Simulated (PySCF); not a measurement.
## Radial density of Mo⁻ (molybdenum, charge -1)

UHF, [Kr] 4d5 5s2, high-spin 6S determinant. Calculation: PySCF 2.14, in def2-TZVPPD with the def2 core potential (28 electrons); a scalar-relativistic core potential. This is the valence pseudo-density: the core potential removes the inner electrons and smooths the orbitals near the nucleus.

```
r (bohr)  4πr²ρ (e/bohr)  4πr²(ρα − ρβ)
  0.0720       3.909e-05         0.0000
   0.121       0.0002619         0.0000
   0.204        0.002949         0.0007
   0.342         0.07031         0.0157
   0.576           1.993         0.2702
   0.969           10.66         1.8903
    1.63           6.239         2.7784
    2.74           1.505         1.1235
    4.61          0.5291         0.0618
    7.76         0.08013        -0.0340
    13.0       0.0001022         0.0000
```

Energies and moments cover only the electrons outside the core potential. ⟨S²⟩ = 8.83 against 8.75 shows spin contamination. At UHF the highest occupied level has a positive energy, so only the finite basis holds that electron.

Where is the radial spin density 4πr²(ρα − ρβ) most negative, and why is it negative at all?

Around r = 7.76 bohr, down to -0.0340 e/bohr: exchange with the open shell polarises the paired shells in an unrestricted calculation.
